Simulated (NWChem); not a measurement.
System: CH7BGe; SMILES C[BH][GeH3]

Parts of the log:

```
             Northwest Computational Chemistry Package (NWChem) 7.3.0
             --------------------------------------------------------

 C1  symmetry detected

                             Geometry "geometry" -> ""
                             -------------------------

 Output coordinates in angstroms (scale by  1.889725989 to convert to a.u.)

  No.       Tag          Charge          X              Y              Z
 ---- ---------------- ---------- -------------- -------------- --------------
    1 B                    5.0000    -0.63287877     1.16497252    -0.01337253
    2 Ge                  32.0000     0.03158779    -0.80511934    -0.00122337
    3 H                    1.0000    -0.42976621    -1.53069605    -1.29554075
    4 H                    1.0000     1.57301883    -0.96455588     0.07789410
    5 H                    1.0000    -0.57686864    -1.61336358     1.17627250
    6 H                    1.0000    -1.81940859     1.33395762     0.02554999
    7 C                    6.0000     0.30514786     2.41174092    -0.00932464
    8 H                    1.0000     0.33569225     2.73593336     1.04885092
    9 H                    1.0000    -0.10261795     3.26922395    -0.55947522
   10 H                    1.0000     1.34264767     2.23801149    -0.31159327

 Effective nuclear repulsion energy (a.u.)     159.2461878948

                                 NWChem DFT Module
                                 -----------------

 Summary of "ao basis" -> "ao basis" (spherical)
 ------------------------------------------------------------------------------
       Tag                 Description            Shells   Functions and Types
 ---------------- ------------------------------  ------  ---------------------
 B                           6-31g*                  6       14   3s2p1d
 Ge                          6-31g*                 12       32   5s4p3d
 H                           6-31g*                  2        2   2s
 C                           6-31g*                  6       14   3s2p1d

            General Information
            -------------------
          SCF calculation type: DFT
          Wavefunction type:  closed shell.
          No. of atoms     :    10
          No. of electrons :    50
           Alpha electrons :    25
            Beta electrons :    25
          Charge           :     0
          Spin multiplicity:     1
          Use of symmetry is: off; symmetry adaption is: off
          Maximum number of iterations: 150
          AO basis - number of functions:    74
                     number of shells:    38
          Convergence on energy requested:  1.00D-06
          Convergence on density requested:  1.00D-05
          Convergence on gradient requested:  5.00D-04

              XC Information
              --------------
                       M06-2X Method XC Functional
                     Hartree-Fock (Exact) Exchange  0.540
                        M06-2X Exchange Functional  1.000
                      M06-2X Correlation Potential  1.000

             Grid Information
             ----------------
          Grid used for XC integration:  medium
          Radial quadrature: Mura-Knowles
          Angular quadrature: Lebedev.
          Tag              B.-S. Rad. Rad. Pts. Rad. Cut. Ang. Pts.
          ---              ---------- --------- --------- ---------
          B                   0.85       49           9.0       434
          Ge                  1.25      112          10.0       590
          H                   0.35       45          12.0       434
          C                   0.70       49          11.0       434
          Grid pruning is: on
          Number of quadrature shells:   525
          Spatial weights used:  Erf1

      Superposition of Atomic Density Guess
      -------------------------------------

 Sum of atomic energies:       -2140.69540689

      Non-variational initial energy
      ------------------------------

 Total energy =   -2142.089561
 1-e energy   =   -3296.936716
 2-e energy   =     995.600968
 HOMO         =      -0.284244
 LUMO         =      -0.027042

   convergence    iter        energy       DeltaE   RMS-Dens  Diis-err
 ---------------- ----- ----------------- --------- --------- ---------
 d= 0,ls=0.0,diis     1  -2143.7647687982 -2.30D+03  5.66D-03  1.90D-01
 d= 0,ls=0.0,diis     2  -2143.7915800266 -2.68D-02  1.63D-03  2.16D-02
 d= 0,ls=0.0,diis     3  -2143.7933169081 -1.74D-03  6.61D-04  5.90D-03
 d= 0,ls=0.0,diis     4  -2143.7939936549 -6.77D-04  1.69D-04  7.45D-05
 d= 0,ls=0.0,diis     5  -2143.7940058543 -1.22D-05  4.59D-05  1.56D-05
  Resetting Diis
 d= 0,ls=0.0,diis     6  -2143.7940083624 -2.51D-06  9.26D-06  3.38D-07
 d= 0,ls=0.0,diis     7  -2143.7940084238 -6.14D-08  2.18D-06  1.13D-08

         Total DFT energy =    -2143.794008423803
      One electron energy =    -3300.242208013984
           Coulomb energy =     1088.309143047765
    Exchange-Corr. energy =      -91.107131352374
 Nuclear repulsion energy =      159.246187894790

 Numeric. integr. density =       50.000032643773

                       DFT Final Molecular Orbital Analysis
                       ------------------------------------

 Vector   23  Occ=2.000000D+00  E=-3.822692D-01
              MO Center= -3.0D-01, -1.3D+00, -1.5D-01, r^2= 2.4D+00
   Bfn.  Coefficient  Atom+Function         Bfn.  Coefficient  Atom+Function
  ----- ------------  ---------------      ----- ------------  ---------------
    27      0.441357   2 Ge pz               48     -0.254540   3 H  s
    47     -0.247487   3 H  s                52      0.218517   5 H  s
    51      0.212571   5 H  s                23     -0.185159   2 Ge pz
    31      0.096511   2 Ge pz               19      0.055853   2 Ge pz
    43     -0.053676   2 Ge d -1             33      0.050018   2 Ge d -1

 Vector   24  Occ=2.000000D+00  E=-3.723900D-01
              MO Center=  3.2D-01, -4.5D-01,  1.1D-01, r^2= 3.9D+00
   Bfn.  Coefficient  Atom+Function         Bfn.  Coefficient  Atom+Function
  ----- ------------  ---------------      ----- ------------  ---------------
    25      0.360179   2 Ge px               50      0.258019   4 H  s
    49      0.238743   4 H  s                 3     -0.172804   1 B  px
    52     -0.164905   5 H  s                51     -0.151396   5 H  s
    21     -0.150544   2 Ge px               58      0.136695   7 C  py
    54      0.127997   6 H  s                26      0.118575   2 Ge py

 Vector   25  Occ=2.000000D+00  E=-3.259818D-01
              MO Center= -2.8D-01,  3.6D-01, -2.4D-02, r^2= 3.2D+00
   Bfn.  Coefficient  Atom+Function         Bfn.  Coefficient  Atom+Function
  ----- ------------  ---------------      ----- ------------  ---------------
    26      0.427717   2 Ge py                4     -0.321855   1 B  py
    22     -0.175000   2 Ge py               58      0.166353   7 C  py
    54     -0.164582   6 H  s                 3      0.154285   1 B  px
    24     -0.147448   2 Ge s                 8     -0.135864   1 B  py
    53     -0.123332   6 H  s                25     -0.120027   2 Ge px

 Vector   26  Occ=0.000000D+00  E=-2.405747D-02
              MO Center= -5.2D-01,  9.2D-01, -1.3D-02, r^2= 2.9D+00
   Bfn.  Coefficient  Atom+Function         Bfn.  Coefficient  Atom+Function
  ----- ------------  ---------------      ----- ------------  ---------------
     9      0.559481   1 B  pz                5      0.424377   1 B  pz
    48      0.297512   3 H  s                52     -0.260692   5 H  s
    31      0.243122   2 Ge pz               70     -0.222973   8 H  s
    72      0.142403   9 H  s                69     -0.105838   8 H  s
    27      0.086176   2 Ge pz               47      0.083269   3 H  s

 Vector   27  Occ=0.000000D+00  E= 8.422888D-02
              MO Center=  3.6D-01, -3.5D-01,  1.1D-02, r^2= 6.4D+00
   Bfn.  Coefficient  Atom+Function         Bfn.  Coefficient  Atom+Function
  ----- ------------  ---------------      ----- ------------  ---------------
    30      1.370899   2 Ge py                6     -0.950653   1 B  s
    28      0.775086   2 Ge s                60     -0.739411   7 C  s
     8      0.630687   1 B  py               52      0.379083   5 H  s
    48      0.341399   3 H  s                50     -0.324737   4 H  s
    70      0.238179   8 H  s                74      0.208378  10 H  s

 Vector   28  Occ=0.000000D+00  E= 1.008072D-01
              MO Center= -3.1D-01, -8.9D-01, -4.0D-02, r^2= 5.9D+00
   Bfn.  Coefficient  Atom+Function         Bfn.  Coefficient  Atom+Function
  ----- ------------  ---------------      ----- ------------  ---------------
    29      1.288740   2 Ge px                6      1.001513   1 B  s
    50     -0.968982   4 H  s                60     -0.585491   7 C  s
    30     -0.566071   2 Ge py               52      0.278600   5 H  s
    72      0.230264   9 H  s                25      0.200978   2 Ge px
    70      0.178895   8 H  s                48      0.157684   3 H  s

     Multipole analysis of the density
     ---------------------------------

     L   x y z        total         alpha         beta         nuclear
     -   - - -        -----         -----         ----         -------
     0   0 0 0      0.000000    -25.000000    -25.000000     50.000000

     1   1 0 0      0.024653      0.012326      0.012326      0.000000
     1   0 1 0      0.553277      0.276639      0.276639      0.000000
     1   0 0 1      0.052799      0.026399      0.026399      0.000000

     2   2 0 0    -26.063121    -32.353399    -32.353399     38.643676
     2   1 1 0      0.282851     -1.907374     -1.907374      4.097599
     2   1 0 1      0.067265      0.088237      0.088237     -0.109209
     2   0 2 0    -24.860457   -178.958519   -178.958519    333.056580
     2   0 1 1      0.250645     -0.242772     -0.242772      0.736190
     2   0 0 2    -24.484489    -20.420728    -20.420728     16.356967

                                 NWChem DFT Module
                                 -----------------

            General Information
            -------------------
          SCF calculation type: DFT
          Wavefunction type:  spin polarized.
          No. of atoms     :    10
          No. of electrons :    49
           Alpha electrons :    25
            Beta electrons :    24
          Charge           :     1
          Spin multiplicity:     2
          Use of symmetry is: off; symmetry adaption is: off
          Maximum number of iterations: 150
          AO basis - number of functions:    74
                     number of shells:    38
          Convergence on energy requested:  1.00D-06
          Convergence on density requested:  1.00D-05
          Convergence on gradient requested:  5.00D-04

              XC Information
              --------------
                       M06-2X Method XC Functional
                     Hartree-Fock (Exact) Exchange  0.540
                        M06-2X Exchange Functional  1.000
                      M06-2X Correlation Potential  1.000

             Grid Information
             ----------------
          Grid used for XC integration:  medium
          Radial quadrature: Mura-Knowles
          Angular quadrature: Lebedev.
          Tag              B.-S. Rad. Rad. Pts. Rad. Cut. Ang. Pts.
          ---              ---------- --------- --------- ---------
          B                   0.85       49           9.0       434
          Ge                  1.25      112          10.0       590
          H                   0.35       45          12.0       434
          C                   0.70       49          11.0       434
          Grid pruning is: on
          Number of quadrature shells:   525
          Spatial weights used:  Erf1

      Superposition of Atomic Density Guess
      -------------------------------------

 Sum of atomic energies:       -2140.69540689

 Renormalizing density from      50.00 to     49

      Non-variational initial energy
      ------------------------------

 Total energy =   -2115.576625
 1-e energy   =   -3230.997982
 2-e energy   =     956.175169
 HOMO         =      -0.588540
 LUMO         =      -0.291576

   convergence    iter        energy       DeltaE   RMS-Dens  Diis-err
 ---------------- ----- ----------------- --------- --------- ---------
 d= 0,ls=0.0,diis     1  -2143.1110942444 -2.30D+03  1.17D-02  1.52D+00
                                                     1.06D-02  1.51D+00
 d= 0,ls=0.0,diis     2  -2143.1719395289 -6.08D-02  4.70D-03  1.54D+00
                                                     4.34D-03  1.54D+00
 d= 0,ls=0.0,diis     3  -2143.4229288008 -2.51D-01  6.01D-04  1.13D-03
                                                     7.58D-04  1.09D-03
 d= 0,ls=0.0,diis     4  -2143.4247797267 -1.85D-03  1.88D-04  1.79D-04
                                                     4.08D-04  2.73D-04
 d= 0,ls=0.0,diis     5  -2143.4249758089 -1.96D-04  1.30D-04  6.89D-05
                                                     3.19D-04  1.21D-04
  Resetting Diis
 d= 0,ls=0.0,diis     6  -2143.4253122253 -3.36D-04  1.27D-04  2.08D-05
                                                     3.66D-04  4.20D-05
 d= 0,ls=0.0,diis     7  -2143.4255332980 -2.21D-04  5.24D-05  9.67D-06
                                                     1.12D-04  1.22D-05
 d= 0,ls=0.0,diis     8  -2143.4255741888 -4.09D-05  2.59D-05  3.06D-06
                                                     7.26D-05  7.43D-06
 d= 0,ls=0.0,diis     9  -2143.4255938168 -1.96D-05  6.87D-05  3.13D-06
                                                     1.84D-04  3.98D-06
 d= 0,ls=0.0,diis    10  -2143.4256243499 -3.05D-05  2.40D-05  2.74D-07
                                                     6.63D-05  4.59D-07
 d= 0,ls=0.0,diis    11  -2143.4256279752 -3.63D-06  1.12D-05  6.01D-08
                                                     2.69D-05  8.54D-08
 d= 0,ls=0.0,diis    12  -2143.4256286220 -6.47D-07  6.34D-06  1.66D-08
                                                     1.32D-05  2.33D-08
 d= 0,ls=0.0,diis    13  -2143.4256287845 -1.62D-07  2.63D-06  5.17D-09
                                                     5.13D-06  6.39D-09

         Total DFT energy =    -2143.425628784488
      One electron energy =    -3287.998303049560
           Coulomb energy =     1076.101966433264
    Exchange-Corr. energy =      -90.775480062981
 Nuclear repulsion energy =      159.246187894790

 Numeric. integr. density =       49.000031891179

                    DFT Final Alpha Molecular Orbital Analysis
                    ------------------------------------------

 Vector   23  Occ=1.000000D+00  E=-6.061532D-01
              MO Center= -2.7D-01, -1.2D+00, -1.7D-01, r^2= 2.4D+00
   Bfn.  Coefficient  Atom+Function         Bfn.  Coefficient  Atom+Function
  ----- ------------  ---------------      ----- ------------  ---------------
    27      0.507096   2 Ge pz               47     -0.253683   3 H  s
    48     -0.224587   3 H  s                51      0.206786   5 H  s
    23     -0.199466   2 Ge pz               52      0.182105   5 H  s
    19      0.059998   2 Ge pz               31      0.059403   2 Ge pz
    59     -0.057118   7 C  pz               45      0.055853   2 Ge d  1

 Vector   24  Occ=1.000000D+00  E=-5.972322D-01
              MO Center=  4.4D-01, -4.3D-01,  8.9D-02, r^2= 3.4D+00
   Bfn.  Coefficient  Atom+Function         Bfn.  Coefficient  Atom+Function
  ----- ------------  ---------------      ----- ------------  ---------------
    25      0.460882   2 Ge px               49      0.266257   4 H  s
    50      0.243150   4 H  s                 3     -0.193057   1 B  px
    21     -0.180559   2 Ge px               53      0.139812   6 H  s
    54      0.136495   6 H  s                51     -0.112675   5 H  s
    52     -0.103690   5 H  s                57      0.100716   7 C  px

[...]
```

Level: M06-2X/6-31G* (spherical d), vertical spin-unrestricted ions. Coordinates come from a B3LYP/6-31G* (spherical d) optimisation.

Question: Write an input that gives this output.

Answer: Several could match; the one computed here: the input that was run:
```
start job
memory heap 200 mb stack 900 mb global 1100 mb
geometry units angstroms noautoz
  B     -0.607114     1.112777     0.034316
  Ge     0.055642    -0.857143    -0.021317
  H     -0.500191    -1.570500    -1.284938
  H      1.598646    -1.016866    -0.057600
  H     -0.464658    -1.676744     1.190094
  H     -1.787475     1.281030     0.162233
  C      0.329162     2.359730    -0.018950
  H      0.437783     2.673841     1.037130
  H     -0.117714     3.222291    -0.529348
  H      1.341478     2.189196    -0.398540
end
basis spherical
  B library 6-31g*
  Ge library 6-31g*
  H library 6-31g*
  C library 6-31g*
end
dft
  xc m06-2x
  iterations 150
  vectors input atomic output neutral.movecs
end
task dft energy
charge 1
dft
  odft
  mult 2
  vectors input atomic output cation.movecs
end
task dft energy
```
